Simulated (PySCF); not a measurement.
# Exercise with solution: oscillator strength and radiative lifetime

InH2F, SMILES [F][InH2].

Coordinates come from a r2SCAN-D4/def2-TZVP optimisation. The def2 effective core potentials stand for the cores of In; spin–orbit coupling is left out.

TDDFT-ωB97X/def2-TZVPD in PySCF puts the first singlet state with f over 0.02 at 6.90 eV (vertical), with the transition dipole (-0.606, 0.000, 0.000) in atomic units.

### Question
Find the oscillator strength, the wavelength and the radiative lifetime that this transition would have in vacuum if emission retraced absorption.

### Answer

|μ|² = 0.3672 au, so |μ| = 1.54 D. ΔE = 6.90/27.211 = 0.2536 hartree. f = (2/3) ΔE |μ|² = 0.062 (the program prints 0.062).
λ = 1239.84/6.90 = 180 nm; ν = 55652 cm⁻¹.
Einstein's coefficient A = 0.6670 ν² f s⁻¹ (ν in cm⁻¹) = 1.3e8 s⁻¹, so τ = 1/A = 7.8 ns. This state is S2; the lower singlet has f = 0.000. The figure is the radiative limit of this one transition; relaxation, internal conversion, crossing to triplets and a medium change what is measured.
